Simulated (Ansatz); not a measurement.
Geometry optimisation, Ansatz 0.2.0, RKS PBE-D4/def2-SVP.

input.yaml

```yaml
crystal:
  periodic: [false, false, false]
  atoms:
    - { symbol: Si, position_ang: [0.118516, -0.353775, -0.630892] }
    - { symbol: "N", position_ang: [-0.632546, -0.517048, 2.286639] }
    - { symbol: H, position_ang: [-1.596497, -0.832197, 2.460914] }
    - { symbol: H, position_ang: [-0.514757, 0.369005, 2.796464] }
    - { symbol: F, position_ang: [0.602648, -0.637679, -2.188595] }
    - { symbol: "N", position_ang: [0.115303, 1.367373, -0.384287] }
    - { symbol: H, position_ang: [-0.690962, 1.781739, 0.084767] }
    - { symbol: H, position_ang: [0.978577, 1.848921, -0.125568] }
    - { symbol: H, position_ang: [-1.312107, -0.803203, -0.538174] }
    - { symbol: Si, position_ang: [1.566488, -1.540881, 0.633211] }
    - { symbol: H, position_ang: [0.92756, -2.770124, 1.235779] }
    - { symbol: H, position_ang: [2.749834, -2.035203, -0.16662] }
    - { symbol: H, position_ang: [2.145931, -0.732183, 1.770815] }
    - { symbol: H, position_ang: [-0.007689, -1.204045, 2.759647] }
basis:
  gaussian: { orbitals: def2-SVP }
hamiltonian:
  xc: pbe
  dispersion: d4
relax:
  f_tol: 0.03
  max_steps: 50
```

Run as:

```bash
$ ansatz run input.yaml --threads 4 --pin off --max-ram 5120MiB --backend cpu --events-out ev --progress --plain --runs-dir out
```

Where does it end, and by what steps?

The run converged. The force dipped under the threshold on the way, but the program's further checks kept it going. After 18 steps the energy has fallen by 0.246 eV; H4 moved furthest, 0.74 Å.

```json
{"step": "0", "energy less start (eV)": "0.0000", "largest force component (eV/Å)": "0.880", "accepted": "yes"}
{"step": "1", "energy less start (eV)": "-0.0751", "largest force component (eV/Å)": "0.458", "accepted": "yes"}
{"step": "2", "energy less start (eV)": "-0.0736", "largest force component (eV/Å)": "0.397", "accepted": "no"}
{"step": "3", "energy less start (eV)": "-0.0907", "largest force component (eV/Å)": "0.399", "accepted": "yes"}
{"step": "4", "energy less start (eV)": "-0.1073", "largest force component (eV/Å)": "0.218", "accepted": "yes"}
{"step": "5", "energy less start (eV)": "-0.1297", "largest force component (eV/Å)": "0.292", "accepted": "yes"}
{"step": "6", "energy less start (eV)": "-0.1404", "largest force component (eV/Å)": "0.195", "accepted": "yes"}
{"step": "7", "energy less start (eV)": "-0.1104", "largest force component (eV/Å)": "1.969", "accepted": "no"}
{"step": "8", "energy less start (eV)": "-0.1710", "largest force component (eV/Å)": "0.298", "accepted": "yes"}
{"step": "9", "energy less start (eV)": "-0.1907", "largest force component (eV/Å)": "0.938", "accepted": "yes"}
{"step": "10", "energy less start (eV)": "-0.2055", "largest force component (eV/Å)": "0.317", "accepted": "yes"}
{"step": "11", "energy less start (eV)": "-0.2097", "largest force component (eV/Å)": "0.517", "accepted": "yes"}
{"step": "12", "energy less start (eV)": "-0.2226", "largest force component (eV/Å)": "0.499", "accepted": "yes"}
{"step": "13", "energy less start (eV)": "-0.2401", "largest force component (eV/Å)": "0.096", "accepted": "yes"}
{"step": "14", "energy less start (eV)": "-0.2396", "largest force component (eV/Å)": "0.074", "accepted": "no"}
{"step": "15", "energy less start (eV)": "-0.2439", "largest force component (eV/Å)": "0.054", "accepted": "yes"}
{"step": "16", "energy less start (eV)": "-0.2455", "largest force component (eV/Å)": "0.024", "accepted": "yes"}
{"step": "17", "energy less start (eV)": "-0.2457", "largest force component (eV/Å)": "0.058", "accepted": "yes"}
{"step": "18", "energy less start (eV)": "-0.2459", "largest force component (eV/Å)": "0.030", "accepted": "yes"}
```

```xyz
14
Properties=species:S:1:pos:R:3
Si 0.067 -0.358 -0.545
N -0.578 -0.665 2.325
H -1.559 -0.949 2.444
H -0.580 0.334 2.063
F 0.452 -0.391 -2.158
N 0.052 1.287 0.066
H -0.608 1.934 -0.380
H 0.960 1.753 0.162
H -1.354 -0.842 -0.487
Si 1.639 -1.637 0.634
H 1.057 -2.930 1.131
H 2.791 -1.995 -0.282
H 2.242 -0.855 1.774
H -0.130 -0.746 3.246
```

Whether the end is a true minimum wasn't checked by a vibrational analysis.

Time of the run: 25 s on 4 threads of Arm Neoverse V2 (shared host), peak memory 0.17 GiB.
